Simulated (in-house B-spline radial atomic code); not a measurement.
Configurations of Ga⁶⁺, with energies counted from [Ar] 3d7. Level of theory: scalar-relativistic (X2C) wB97X, spin-polarised, spherical fractional occupations, exact exchange averaged over the configuration, Fermi nucleus of rms radius 3.9973 fm; calculated with a B-spline radial code for spherical atoms. Shells without spins written out take the highest spin.

Occupations are held fixed; configurations that lie above the ionisation limit could autoionise.

```json
{"configuration": "[Ar] 3d6 4s1", "E - E(ref) (eV)": "46.645", "highest orbital": "4s up", "its <r> (bohr)": "1.549"}
{"configuration": "[Ne] 3s2 3p5 3d8", "E - E(ref) (eV)": "83.121", "highest orbital": "3d down", "its <r> (bohr)": "0.6812"}
{"configuration": "[Ar] 3d6 4f1", "E - E(ref) (eV)": "98.04", "highest orbital": "4f up", "its <r> (bohr)": "2.416"}
{"configuration": "[Ne] 3s2 3p5 3d7 4d1", "E - E(ref) (eV)": "164.15", "highest orbital": "4d up", "its <r> (bohr)": "1.989"}
```

(1) Order these further configurations by energy, lowest first.
A. [Ne] 3s2 3p5 3d7 4s1
B. [Ar] 3d6 4p1
C. [Ne] 3s2 3p5 3d7 4p1
D. [Ar] 3d6 4d1
E. [Ne] 3s2 3p5 3d7 4f1

Results:

(1) B (60.464 eV), D (81.062 eV), A (129.62 eV), C (143.47 eV), E (181.12 eV).
